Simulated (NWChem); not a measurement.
System: CH5BFN; SMILES CNBF

Input file for NWChem:

```
start job
memory heap 200 mb stack 900 mb global 1100 mb
geometry units angstroms noautosym nocenter noautoz
  B     -0.450152    -0.691123     0.000000
  F      0.109401    -1.914141     0.000000
  H     -1.642271    -0.593624     0.000000
  N      0.370209     0.438351     0.000000
  C     -0.069302     1.823511     0.000000
  H      1.375804     0.307261     0.000000
  H      0.284619     2.362523    -0.888572
  H      0.284619     2.362523     0.888572
  H     -1.161864     1.850434     0.000000
end
basis spherical
  B library def2-tzvp
  F library def2-tzvp
  H library def2-tzvp
  N library def2-tzvp
  C library def2-tzvp
end
dft
  xc xpbe96 cpbe96
  iterations 150
end
property
  efieldgrad
end
task dft property
```

NWChem printed, in part:

```
             Northwest Computational Chemistry Package (NWChem) 7.3.0
             --------------------------------------------------------

                             Geometry "geometry" -> ""
                             -------------------------

 Output coordinates in angstroms (scale by  1.889725989 to convert to a.u.)

  No.       Tag          Charge          X              Y              Z
 ---- ---------------- ---------- -------------- -------------- --------------
    1 B                    5.0000    -0.45015200    -0.69112300     0.00000000
    2 F                    9.0000     0.10940100    -1.91414100     0.00000000
    3 H                    1.0000    -1.64227100    -0.59362400     0.00000000
    4 N                    7.0000     0.37020900     0.43835100     0.00000000
    5 C                    6.0000    -0.06930200     1.82351100     0.00000000
    6 H                    1.0000     1.37580400     0.30726100     0.00000000
    7 H                    1.0000     0.28461900     2.36252300    -0.88857200
    8 H                    1.0000     0.28461900     2.36252300     0.88857200
    9 H                    1.0000    -1.16186400     1.85043400     0.00000000

 Effective nuclear repulsion energy (a.u.)     111.7853698875

  pbe96 is a nonlocal functional; adding pw91lda local functional.
                              NWChem Property Module
                              ----------------------

  itol2e modified to match energy
  convergence criterion.

                                 NWChem DFT Module
                                 -----------------

 Summary of "ao basis" -> "ao basis" (spherical)
 ------------------------------------------------------------------------------
       Tag                 Description            Shells   Functions and Types
 ---------------- ------------------------------  ------  ---------------------
 B                         def2-tzvp                11       31   5s3p2d1f
 F                         def2-tzvp                11       31   5s3p2d1f
 H                         def2-tzvp                 4        6   3s1p
 N                         def2-tzvp                11       31   5s3p2d1f
 C                         def2-tzvp                11       31   5s3p2d1f

  itol2e modified to match energy
  convergence criterion.

            General Information
            -------------------
          SCF calculation type: DFT
          Wavefunction type:  closed shell.
          No. of atoms     :     9
          No. of electrons :    32
           Alpha electrons :    16
            Beta electrons :    16
          Charge           :     0
          Spin multiplicity:     1
          Use of symmetry is: off; symmetry adaption is: off
          Maximum number of iterations: 150
          AO basis - number of functions:   154
                     number of shells:    64
          Convergence on energy requested:  1.00D-07
          Convergence on density requested:  1.00D-05
          Convergence on gradient requested:  5.00D-04

              XC Information
              --------------
          PerdewBurkeErnzerhof Exchange Functional  1.000
            Perdew 1991 LDA Correlation Functional  1.000 local
           PerdewBurkeErnz. Correlation Functional  1.000 non-local

             Grid Information
             ----------------
          Grid used for XC integration:  fine
          Radial quadrature: Mura-Knowles
          Angular quadrature: Lebedev.
          Tag              B.-S. Rad. Rad. Pts. Rad. Cut. Ang. Pts.
          ---              ---------- --------- --------- ---------
          B                   0.85       70          11.0       590
          F                   0.50       70          12.0       590
          H                   0.35       60          11.0       590
          N                   0.65       70           8.0       590
          C                   0.70       70          10.0       590
          Grid pruning is: on
          Number of quadrature shells:   580
          Spatial weights used:  Erf1

[...]

          -----------------------
          Electric field gradient
          -----------------------

 1 a.u. = 0.324123 10**(16) esu/cm**3  ( or statvolts/cm**2 ) = 0.97174 10**(22) v/m**2

 ------------------------------------------------------------
   Atom      X         Y         Z
 ------------------------------------------------------------
    1 B   -0.85066  -1.30603   0.00000
 ------------------------------------------------------------

 Electric field gradient in molecular frame (a.u.)
         XX             YY             ZZ             XY             XZ             YZ
 ------------------------------------------------------------------------------------------
        0.226739       0.073731      -0.300471       0.070722      -0.000000      -0.000000

 Principal components (a.u.) and orientation
 of principal axis w.r.t. absolute frame                      Asymmetry parameter eta
 --------------------------------------------------------------------------------------
       -0.300471       0.254420       0.046051                       0.693476

        0.000000       0.931212      -0.364477
       -0.000000       0.364477       0.931212
        1.000000      -0.000000       0.000000

 ------------------------------------------------------------
   Atom      X         Y         Z
 ------------------------------------------------------------
    2 F    0.20674  -3.61720   0.00000
 ------------------------------------------------------------

 Electric field gradient in molecular frame (a.u.)
         XX             YY             ZZ             XY             XZ             YZ
 ------------------------------------------------------------------------------------------
        0.674225      -0.932832       0.258608       0.920765      -0.000000      -0.000000

 Principal components (a.u.) and orientation
 of principal axis w.r.t. absolute frame                      Asymmetry parameter eta
 --------------------------------------------------------------------------------------
       -1.351379       1.092771       0.258608                       0.617269

       -0.413817       0.910360       0.000000
        0.910360       0.413817       0.000000
        0.000000      -0.000000       1.000000

 ------------------------------------------------------------
   Atom      X         Y         Z
 ------------------------------------------------------------
    3 H   -3.10344  -1.12179   0.00000
 ------------------------------------------------------------

 Electric field gradient in molecular frame (a.u.)
         XX             YY             ZZ             XY             XZ             YZ
 ------------------------------------------------------------------------------------------
       -0.198312       0.096866       0.101446       0.025435      -0.000000       0.000000

 Principal components (a.u.) and orientation
 of principal axis w.r.t. absolute frame                      Asymmetry parameter eta
 --------------------------------------------------------------------------------------
       -0.200487       0.101446       0.099041                       0.011992

        0.996362       0.000000       0.085226
       -0.085226       0.000000       0.996362
        0.000000       1.000000      -0.000000

 ------------------------------------------------------------
   Atom      X         Y         Z
 ------------------------------------------------------------
    4 N    0.69959   0.82836   0.00000
 ------------------------------------------------------------

 Electric field gradient in molecular frame (a.u.)
         XX             YY             ZZ             XY             XZ             YZ
 ------------------------------------------------------------------------------------------
       -0.328346      -0.329906       0.658252       0.247156       0.000000      -0.000000

 Principal components (a.u.) and orientation
 of principal axis w.r.t. absolute frame                      Asymmetry parameter eta
 --------------------------------------------------------------------------------------
        0.658252      -0.576283      -0.081969                       0.750951

        0.000000      -0.705990       0.708222
       -0.000000       0.708222       0.705990
        1.000000       0.000000      -0.000000

 ------------------------------------------------------------
   Atom      X         Y         Z
 ------------------------------------------------------------
    5 C   -0.13096   3.44594   0.00000
 ------------------------------------------------------------

 Electric field gradient in molecular frame (a.u.)
         XX             YY             ZZ             XY             XZ             YZ
 ------------------------------------------------------------------------------------------
        0.107021      -0.225522       0.118501       0.122168      -0.000000       0.000000

 Principal components (a.u.) and orientation
 of principal axis w.r.t. absolute frame                      Asymmetry parameter eta
 --------------------------------------------------------------------------------------
       -0.265579       0.147078       0.118501                       0.107601

       -0.311561       0.950226      -0.000000
        0.950226       0.311561      -0.000000
       -0.000000       0.000000       1.000000

 ------------------------------------------------------------
   Atom      X         Y         Z
 ------------------------------------------------------------
    6 H    2.59989   0.58064   0.00000
 ------------------------------------------------------------

 Electric field gradient in molecular frame (a.u.)
         XX             YY             ZZ             XY             XZ             YZ
 ------------------------------------------------------------------------------------------
       -0.389566       0.164752       0.224813       0.070800       0.000000      -0.000000

[...]
```

Level: PBE/def2-TZVP. Structure relaxed at the B3LYP/6-31G* (spherical d) level. NWChem prints the field gradient with the sign opposite to the second derivative of the potential.
